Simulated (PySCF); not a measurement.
**Structure from 2D NMR**

Compound of formula C7H5F5. Correlations simulated from computed shifts and the bond graph:

HSQC (one-bond C–H):
| δH | δC |
| --- | --- |
| 7.23 | 146.7 |
| 7.02 | 138.2 |
| 6.86 | 144.1 |
| 3.32 | 45.9 |

COSY cross peaks (H two or three bonds apart, from the bond graph; peaks can be absent where the dihedral angle is near 90°):
| δH | δH |
| --- | --- |
| 7.23 | 3.32 |
| 7.02 | 6.86 |
| 6.86 | 3.32 |

HMBC (two and three bonds, from the bond graph):
| δH | δC |
| --- | --- |
| 7.23 | 145.9, 144.1, 138.2, 120.5, 45.9 |
| 7.02 | 146.7, 145.9, 144.1, 120.5, 45.9 |
| 6.86 | 146.7, 145.9, 138.2, 45.9 |
| 3.32 | 146.7, 145.9, 144.1, 138.2 |

Carbons without hydrogens: δ 145.9, 129.2, 120.5.

In vacuum, a single conformation, fast rotation and ring inversion assumed for equivalent nuclei, relativity neglected. Shieldings: GIAO PBE0/pcSseg-1; geometry: GFN2-xTB; PySCF.

Scale: 1H (31.72 ppm) and 13C (186.93 ppm) against TMS (reference shieldings calculated alike).

Exchangeable hydrogens are left out of these lists.

Q: Work out the connectivity.

A: SMILES C(F)(F)(F)C(F)(F)C1=CCC=C1.

Structure with atom numbers: `[F:1][C:2]([F:3])([F:4])[C:5]([F:6])([F:7])[C:8]1=[CH:9][CH2:10][CH:11]=[CH:12]1`; H(Xn) means a hydrogen on atom n.

1. δC 146.7 is C9, an alkene CH (δH 7.23).
2. δC 145.9 is C8, a fully substituted alkene carbon.
3. δC 144.1 is C11, an alkene CH (δH 6.86).
4. δC 138.2 is C12, an alkene CH (δH 7.02).
5. δC 129.2 is C2, a CF3 carbon.
6. δC 120.5 is C5, an allylic fully substituted sp3 carbon bonded to 2 F.
7. δC 45.9 is C10, an allylic sp3 CH2 (δH 3.32).
8. HMBC from δH 7.23 reaches the proton-free carbons C8, C5.
9. HMBC from δH 7.02 reaches the proton-free carbons C8, C5.
10. HMBC from δH 6.86 reaches the proton-free carbon C8.
11. HMBC from δH 3.32 reaches the proton-free carbon C8.
12. COSY links 7.23–3.32, 7.02–6.86, 6.86–3.32.

The shifts were computed for this structure.

Shifts are as computed. Against solution values, carbons near 30 ppm lie about +3 ppm off and those near 130 ppm about +5 ppm. Of 1211 compounds with measured shifts, 218 miss one by over three times the rms of a fit or turn the order of signals round; such compounds aren't used in these exercises.
